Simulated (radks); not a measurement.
Values are calculated unless marked as measured or tabulated.
Problem. The thallium ion Tl29+, 52 electrons, occupied as [Kr] 4d10 4f6 (the NIST ground configuration). Level of theory: scalar-relativistic Kohn-Sham, LDA (Slater exchange, VWN5 correlation), spin-polarised, spherical densities, finite nucleus; open shells are filled with parallel spins first (spin-orbit coupling, left out, can overturn this in heavy ions); Fermi nuclear charge, rms radius 5.4759 fm (a radial shooting solver on a logarithmic mesh with Libxc functionals). Some entries of the table are withheld. Estimate them.

| orbital | occ. | eigenvalue (hartree) | <1/r> (bohr^-1) | <r^2> (bohr^2) |
|---|---|---|---|---|
| 1s down | 1 | -3178.646 | 99.30 | 0.0003694 |
| 1s up | 1 | -3178.646 | 99.30 | 0.0003694 |
| 2s up | 1 | -595.6989 | 23.31 | 0.005613 |
| 2s down | 1 | -595.6836 | 23.31 | 0.005613 |
| 2p up | 3 | -517.7949 | 20.59 | 0.004758 |
| 2p down | 3 | -517.7828 | 20.59 | 0.004757 |
| 3s up | 1 | -169.5597 | 8.659 | 0.03599 |
| 3s down | 1 | -169.2943 | 8.669 | 0.03592 |
| 3p up | 3 | -147.1036 | 7.865 | 0.03709 |
| 3p down | 3 | -146.8345 | 7.875 | 0.03701 |
| 3d up | 5 | -123.8099 | 7.387 | 0.03067 |
| 3d down | 5 | -123.5991 | 7.397 | 0.03058 |
| 4s up | 1 | -63.39830 | (1) | (2) |
| 4s down | 1 | -63.01274 | (3) | (4) |
| 4p up | 3 | -55.66761 | 3.543 | 0.1788 |
| 4p down | 3 | -55.30109 | 3.534 | 0.1794 |
| 4d up | 5 | -46.77088 | (5) | 0.1886 |
| 4d down | 5 | -46.41038 | (6) | 0.1895 |
| 4f up | 6 | -37.27401 | 2.986 | 0.1763 |
| 4f down | 0 | -36.87358 | 2.977 | 0.1779 |

Solution. 
(1) 4s up <1/r> (bohr^-1): 3.884
(2) 4s up <r^2> (bohr^2): 0.1609
(3) 4s down <1/r> (bohr^-1): 3.875
(4) 4s down <r^2> (bohr^2): 0.1613
(5) 4d up <1/r> (bohr^-1): 3.259
(6) 4d down <1/r> (bohr^-1): 3.249
